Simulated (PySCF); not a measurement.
**[Ni(OH)4]2-: what the settings change**

The complex [Ni(OH)4]2- (charge -2) contains Ni(II), shell d8. The structure is a PBE0-D3(BJ)/def2-TZVP, IEF-PCM water geometry optimised for multiplicity 3; coordination tetrahedral, point group C1, metal–donor distances 1.96–1.99 Å.

```
9

Ni    0.0000    0.0000    0.0000
O     1.2736    1.3743    0.6554
H     2.0793    0.9251    0.9219
O     1.1663   -1.2285   -1.0028
H     1.9706   -0.7338   -1.1763
O    -1.2313   -1.3754    0.6984
H    -0.8719   -2.2006    0.3651
O    -1.0922    1.2727   -1.0106
H    -0.5638    2.0741   -0.9840
```

Method (PySCF 2.14, density fitting): CASSCF(8,5) with orbitals averaged over all microstates of the shell, strongly contracted NEVPT2 on the averaged canonical orbitals; basis x2c-TZVPall on the metal, x2c-SVPall elsewhere; spin-free X2C; IEF-PCM water; spin-orbit coupling by state interaction with the mean-field operator over all roots.

Base run: NEVPT2 ground state 3T1-like, next 3T1-like at 2578, then 3T2-like at 3158 cm⁻¹, 10Dq(CASSCF) 3731, B(CASSCF) 1251, ζ 642 cm⁻¹, D 72.56 cm⁻¹, g 2.146 2.638 2.695, μeff(300 K) 3.70 μB.

Q: What happens with the basis x2c-TZVPall on all atoms?

A: NEVPT2 ground state 3T1-like, next 3T1-like at 2550, then 3T2-like at 3103 cm⁻¹, 10Dq(CASSCF) 3666, B(CASSCF) 1253, ζ 643 cm⁻¹, D 70.91 cm⁻¹, g 2.159 2.643 2.703, μeff(300 K) 3.72 μB.

Q: What happens with orbitals averaged over the highest spin alone?

A: NEVPT2 ground state 3T1-like, next 3T1-like at 2510, then 3T2-like at 3076 cm⁻¹, 10Dq(CASSCF) 3717, B(CASSCF) 1257, ζ 644 cm⁻¹, D 74.06 cm⁻¹, g 2.149 2.655 2.714, μeff(300 K) 3.73 μB.

NEVPT2 lifts 3T2-like from 2275 to 3158 cm⁻¹; on the d shell alone such lifts tend to overshoot.
